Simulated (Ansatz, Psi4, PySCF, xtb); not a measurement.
Noncovalent pair: SiH4 (SMILES [SiH4]) (first 5 atoms) with CH4O (SMILES CO); geometry from B3LYP-D3(BJ)/def2-TZVP, rigid monomers moved along the line of their centres of mass till Si1···O7 is 3.49 Å.
(charge 0, multiplicity 1):
```xyz
11

Si     0.07789     0.11018     0.28410
H     -1.12811    -0.52552     0.86186
H      0.30972     1.43223     0.90176
H     -0.16682     0.30887    -1.16749
H      1.25436    -0.76946     0.44246
C     -0.48823     0.51798     4.38574
O      0.48331    -0.28894     3.73065
H     -1.48707     0.38416     3.95767
H     -0.18594     1.55331     4.23866
H     -0.52808     0.31527     5.46058
H      0.24572    -1.21485     3.84352
```

Interaction energies are E(AB) − E(A) − E(B) at the monomers' geometry in the complex; basis-set methods are counterpoise corrected. Rows marked so take none.

Correlated levels freeze the cores. Rows in 3-21G, 6-31G* carry no dispersion term and start afresh at each structure (6-31G* with six Cartesian d functions).

Codes used: Ansatz (a quantum-chemistry and plane-wave program); Psi4 for SAPT; PySCF for 3-21G rows, 6-31G* rows, the dispersion terms; xtb for the GFN methods. Each number belongs to the level named beside it.

| level | interaction energy (kcal/mol) |
|---|---|
| GFN2-xTB | -1.43 |
| HF/3-21G (no counterpoise) | -4.48 |
| BP86/6-31G* (no counterpoise) | -1.73 |
| r2SCAN-D3(BJ)/def2-TZVPPD | -1.95 |
| wB97M-V/def2-TZVPPD | -1.92 |
| MP2/aug-cc-pV(D+d)Z | ___ |
| SCS-MP2/aug-cc-pV(D+d)Z | -1.43 |
| CCSD/aug-cc-pV(D+d)Z | -1.56 |
| SAPT0/jun-cc-pV(D+d)Z | -1.57 |

Q: Some entries are withheld; supply them.

A: 
- MP2/aug-cc-pV(D+d)Z, interaction energy (kcal/mol): -1.68
